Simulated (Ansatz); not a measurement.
The cluster Al₄N₄⁻, relaxed as a doublet with UKS r2SCAN-D4/def2-SVPD in Ansatz, starting from the GFN2-xTB geometry. Force threshold 0.02 eV/Å.

Another isomer (doublet) lies 1.20 eV lower at PBE0-D4/def2-TZVPD; other spin states weren't run for this one.

Start:

```xyz
8

Al    0.514   -1.087    0.709
Al    1.308    0.012   -1.560
Al   -1.511   -0.379    2.246
Al   -0.764    1.165   -0.509
N     1.804   -1.328   -0.520
N    -0.302    0.635    1.227
N     0.255    1.375   -1.974
N    -1.304   -0.393    0.380
```

```tsv
step	energy (eV)	largest force component (eV/Å)	SCF passes
1	-32330.8282	1.584	31
2	-32331.0044	1.002	36
3	-32331.1737	0.278	41
4	-32331.2159	0.118	37
5	-32331.2177	0.081	31
6	-32331.2182	0.003	34
```

Force components are those of the run's own axes.

End:

Cartesian coordinates in Å:
```
Al 0.5819 -1.0531 0.5900
Al 1.3877 0.0503 -1.7019
Al -1.8244 -0.0669 2.2384
Al -0.7259 1.0484 -0.4140
N 1.8505 -1.2836 -0.6303
N -0.1939 0.5321 1.3656
N 0.2067 1.3581 -1.8926
N -1.2826 -0.5853 0.4449
```

By distances, no bond broke or formed. The bond that changes most is N6–N8, from 1.67 to 1.81 Å (atoms count from 1).

No frequencies were taken in this run, so the end may be a saddle point.

Run time 48 s (4 threads of Arm Neoverse V2 on a shared host).
